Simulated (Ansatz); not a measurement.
Gas-phase electronic energies from Ansatz, PBE0-D4/def2-TZVP geometries. CCSD(T)/CBS is the MP2 limit (def2-TZVPP, def2-QZVPP) plus CCSD(T) − MP2 in def2-TZVPP, frozen cores. Functionals use def2-TZVPP. For Mg, Zn outer-core shells are correlated without core-valence functions, which leaves a few kJ/mol of doubt a bond. Scalar relativity is left out up to krypton. Each species was taken in one conformer, which may not be the lowest.

`[F][Mg][F]` + `[CH3][Zn][NH2]` → `[NH2][Mg][F]` + `[CH3][Zn][F]`  (redistribution)

(1) Is it downhill or uphill in electronic energy at CCSD(T)/CBS, and by how much? (Estimate.)

(2) What do these levels give: BHLYP-D4, r2SCAN, PBE0, r2SCAN0, BHLYP, LC-ωPBE, HF/def2-TZVPP, MP2/def2-TZVPP, CCSD/def2-TZVPP, CCSD(T)/def2-TZVPP, HF/CBS(def2), MP2/CBS(def2)? (Best estimate.)

Largest T1 diagnostic among the species: 0.016.

Answers

(1) Computed: Uphill: ΔE = +48.3 kJ/mol.

(2) The calculation gave: BHLYP-D4 43.9, r2SCAN 46.5, PBE0 46.4, r2SCAN0 47.0, BHLYP 42.9, LC-ωPBE 48.6, HF/def2-TZVPP 37.0, MP2/def2-TZVPP 53.4, CCSD/def2-TZVPP 46.1, CCSD(T)/def2-TZVPP 47.7, HF/CBS(def2) 38.8, MP2/CBS(def2) 54.0 kJ/mol.

In def2-TZVPP, CCSD(T) changes the Hartree–Fock value by +10.7 kJ/mol (the triples alone add +1.6 kJ/mol) and MP2 by +16.3 kJ/mol. Leaving LDA and LC-ωPBE aside and taking each functional with its dispersion term where it has one, the values, not all of them listed here, spread over 6.2 kJ/mol, from B97M-V to PBE-QIDH. LDA lies +3.7 kJ/mol from PBE without D4.
